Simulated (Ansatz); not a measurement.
Compare A (`C=C(O)[SiH2]O`) with its isomer B (`O=C(O)C[SiH3]`).

Gas-phase electronic energies from Ansatz, PBE0-D4/def2-TZVP geometries. CBS: MP2 limit from def2 TZ/QZ plus the TZ coupled-cluster correction, frozen cores. Functionals use def2-TZVPP. B3LYP here is the variant with VWN-RPA as its local correlation; programs differ in this. Each species was taken in one conformer, which may not be the lowest.

Q: Which isomer does CCSD(T)/CBS put lower? Give the gap. (Best estimate.)

A: Computed: A, by 26.1 kJ/mol.

Q: Give E(B) − E(A) in kJ/mol with B2PLYP, B3LYP-D4, PBE0-D4, CCSD(T)/def2-TZVPP, PBE-D4, B3LYP, HF/def2-TZVPP. (Estimate.)

A: Ansatz gave: B2PLYP 18.0, B3LYP-D4 18.4, PBE0-D4 6.9, CCSD(T)/def2-TZVPP 17.4, PBE-D4 4.5, B3LYP 17.7, HF/def2-TZVPP 13.1. None reverses the order clearly.

Largest T1 diagnostic: 0.014.

In def2-TZVPP, CCSD(T) changes the Hartree–Fock value by +4.2 kJ/mol (the triples alone add −1.3 kJ/mol) and MP2 by +7.3 kJ/mol.
